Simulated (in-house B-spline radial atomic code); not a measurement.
## RPA and G0W0 on Hartree-Fock: the lutetium ion Lu⁺

Configuration [Xe] 4f14 6s2, mean-field start Hartree-Fock. Computed with a B-spline radial code for spherical atoms: all electrons, scalar-relativistic (spin-free one-electron X2C), finite nucleus, each spin shell either full or empty, empty states to l = 9 with an (l + 1/2)⁻⁴ tail; G0W0 by contour deformation at full frequency.

Without the two-electron picture change, the correlation of inner shells comes somewhat too large for so heavy an element.

Command:
```bash
python run_gw.py task.json out
```
Settings (radii: box in bohr, nucleus in fm):
```
Z                        71
electrons                70
configuration            [Xe] 4f14 6s2
hamiltonian              x2c
method                   hf
lmax                     9
rms_radius               5.37
spin_polarised           False
box_radius               23.78
intervals                70
ion_configuration        [Xe] 4f14 6s1
```

Run time, properties included: 13 s on 1 thread of Arm Neoverse V2, on a shared host.

Energies (hartree):

```csv
term,value
mean-field total,-14558.25000
Hartree-Fock functional on these orbitals,-14558.25000
direct second order,-6.9858
second-order exchange,1.7344
SOSEX correction,1.611
```

Q: What is the RPA correlation energy, and what remains with SOSEX?

A: RPA gives -5.994 hartree (-2.33 eV per electron); RPA + SOSEX gives -4.383, and the second-order doubles (MP2) -5.2514 hartree. SOSEX takes back 27 % of the RPA value.

Quasi-particle levels (eV):

| level | occupied | mean field | Σx - vxc | Σc | QP weight | G0W0 |
| --- | --- | --- | --- | --- | --- | --- |
| 6s | yes | -12.757 | 0.00 | ? | ? | ? |
| 4f | yes | -31.38 | 0.00 | 3.86 | 0.913 | -27.519 |
| 6p | no | -3.929 | 0.00 | -0.71 | 0.956 | -4.640 |

G0W0 = mean field + (Σx - vxc) + Σc, with Σc (partial-wave tail included) taken at the quasi-particle energy. Only the outer levels were computed. Levels of low weight are left out.

Q: Where does G0W0 put 6s?

A: At -14.018 eV, with Σc = -1.26 eV and a quasi-particle weight of 0.954. The tabulated removal energy is 14.13 ± 0.05 eV (NIST, semi-empirical); the calculation leaves out spin-orbit coupling, Breit and QED terms, and what these don't explain is the method's own error.

Q: What does it cost to remove one electron (to [Xe] 4f14 6s1) by differences of total energies, each species on its own start (correlation terms add to the Hartree-Fock functional)?

A: Hartree-Fock functional 12.591 eV, + RPA 13.826 eV, + RPA + SOSEX 13.553 eV, + second order 14.111 eV. Tabulated: 14.13 ± 0.05 eV (NIST, semi-empirical); the calculation leaves out spin-orbit coupling, Breit and QED terms, and what these don't explain is the method's own error.
